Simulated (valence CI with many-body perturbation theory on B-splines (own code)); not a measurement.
The numbers below are computed, except where a source is named.
**Run record, Mo10+**

Method: valence CI with perturbative core correlation (CI+MBPT): four valence electrons over a frozen Dirac-Fock core [Ar] 3d10, a basis of 6 s, 6 p, 5 d, 3 f, 1 g functions for each j, with the one-electron correlation potential Σ1 (screened to all orders), the two-electron term Σ2, the three-electron term Σ3, Breit, model QED; selected single and double excitations, second order for the rest, scaled by the run's own slope (own B-spline code, finite nucleus).

Command, and the settings that its task file holds:

```sh
python run_cv.py task.json out
```

```
atom Mo  Z=42  mass_number=98  rms_radius_fm=4.4091
core [Ar] 3d10
valence 4s2 4p2
avg = 1
basis = S
breit = 1
cap = 10000
capref = 1200
cscale = 1
de = 0.0
dress = 0
eps = 2e-08
extrap = 1
h = 0.27
hh = 0
l2 = 3
lcore = 6
maxit = 60
n2 = 5
natural = 1
nlev = 20
nno = [3, 3, 3, 2, 1]
nroot = 26
nsp = [3, 3, 2, 1, 0]
pt2 = 1
qed = 1
rpa = 1
s1 = 1
s2 = 1
s3 = 1
screen = 1
tol = 2e-05
whole = 1
```

It took 35 s on 1 thread of Arm Neoverse V1, on a shared host.

Log. The first blocks belong to the next ion, which gives the ionisation energy. Fields: 2J, parity (1 odd), roots, reference size, generating configurations, candidates as configurations/state functions, variational space P, stored matrix elements, Davidson steps; e2 is the range of second-order energies in hartree. The first line gives the box (bohr), its intervals, the orbitals and the steps of their self-consistent field. Window is the range of levels sought, series limit the energy at which the first omitted orbital would enter, core excitation an estimate of the first excitation out of the core, left out the lowest levels not solved, and shifts from estimates the range by which levels moved from their first estimate, all in cm⁻¹.

```
rmax 10.4 intervals 62 orbitals 36 references ['4s2 4p2', '4s 4p3', '4s2 4p 4d', '4p4', '4s 4p2 4d'] scf 6 t 1.4
2J=1 par=1 roots 2 ref 41 generators 10 cand 669/959 P 702/1000 nnz 0 it 0
2J=1 par=1 roots 2 ref 41 generators 19 cand 555/851 P 1257/1851 nnz 0 it 6
   second order: generators 42 cand 1729/2536 e2 -0.00001 -0.00000
reference levels 475, estimated 48, window 434623 1/cm; series limit 1114506, core excitation 1768950
2J=0 par=0 roots 3 ref 23 generators 12 cand 219/379 P 1915/2912 nnz 7.4e+05 it 4
2J=0 par=0 roots 3 ref 23 generators 27 cand 1013/2033 P 2928/4945 nnz 1.7e+06 it 5
   second order: generators 60 cand 9625/19081 e2 -0.00003 -0.00002
2J=2 par=0 roots 2 ref 45 generators 10 cand 316/964 P 1152/3410 nnz 1.5e+06 it 5
2J=2 par=0 roots 2 ref 45 generators 15 cand 1189/4961 P 2341/8371 nnz 6.4e+06 it 6
   second order: generators 39 cand 7431/36950 e2 -0.00006 -0.00003
2J=4 par=0 roots 3 ref 55 generators 14 cand 326/988 P 1104/3531 nnz 1.6e+06 it 5
2J=4 par=0 roots 3 ref 55 generators 26 cand 1308/6343 P 2412/9874 nnz 8.8e+06 it 8
   second order: generators 58 cand 9964/69430 e2 -0.00012 -0.00004
2J=4 par=1 roots 8 ref 76 generators 23 cand 242/976 P 997/3499 nnz 1.5e+06 it 8
2J=4 par=1 roots 8 ref 76 generators 37 cand 1339/6354 P 2336/9853 nnz 9.1e+06 it 9
   second order: generators 90 cand 12113/80321 e2 -0.00026 -0.00003
2J=2 par=1 roots 7 ref 65 generators 24 cand 313/1001 P 1240/3565 nnz 1.4e+06 it 6
2J=2 par=1 roots 7 ref 65 generators 37 cand 1595/6336 P 2835/9901 nnz 8e+06 it 10
   second order: generators 102 cand 12602/63864 e2 -0.00014 -0.00003
2J=6 par=1 roots 4 ref 63 generators 19 cand 249/1040 P 1037/3686 nnz 1.7e+06 it 5
2J=6 par=1 roots 4 ref 63 generators 32 cand 1222/6279 P 2259/9965 nnz 9.5e+06 it 8
   second order: generators 68 cand 10621/79761 e2 -0.00025 -0.00010
2J=0 par=1 roots 2 ref 25 generators 11 cand 522/903 P 2150/3387 nnz 9.9e+05 it 4
2J=0 par=1 roots 2 ref 25 generators 18 cand 877/1500 P 3027/4887 nnz 1.7e+06 it 5
   second order: generators 47 cand 9503/19152 e2 -0.00004 -0.00002
2J=8 par=1 roots 1 ref 40 generators 7 cand 354/1535 P 1230/5018 nnz 3.1e+06 it 4
2J=8 par=1 roots 1 ref 40 generators 16 cand 877/3846 P 2107/8864 nnz 7.5e+06 it 5
   second order: generators 29 cand 7921/55728 e2 -0.00008 -0.00008
left out: unestimated 620286, estimated 541370, shifts from estimates -8 to 36
operators 2.4
```

The Davidson iterations converged.

No measured spectrum was set against this ion. As an estimate, levels hold to about 250 cm⁻¹ or 0.2 % of their energy and the worst to 1 %, as in measured heavy ions of charge 2 to 7; those with d or f electrons hold less well.

* Valence energy: -37.55305 hartree
* Ionisation energy: 209.23 eV (NIST: 209.3 ± 1.2 eV (theoretical))
* Reference configurations for the orbitals: 4s2 4p2, 4s 4p3, 4s2 4p 4d, 4p4, 4s 4p2 4d
* Radial orbitals: 36
* Box radius: 10.42 bohr
* Largest variational space: 9965
* Lowest levels: 4s2 4p2 3P_0 0, 4s2 4p2 3P_1 17574, 4s2 4p2 3P_2 27172, 4s2 4p2 1D_2 54863, 4s2 4p2 1S_0 85214, 4s 4p3 5S°_2 200550, 4s 4p3 3D°_1 250230, 4s 4p3 3D°_2 251240, 4s 4p3 3D°_3 258220, 4s 4p3 3P°_0 284030, 4s 4p3 3P°_1 286500, 4s 4p3 3P°_2 289420, 4s 4p3 1D°_2 320140, 4s 4p3 3S°_1 335200 cm⁻¹

Names give the largest LS component (configuration and term), which can be under half, so a name can repeat, a term be missing and a line seem to break the LS rules; names also repeat where a configuration has a term twice.
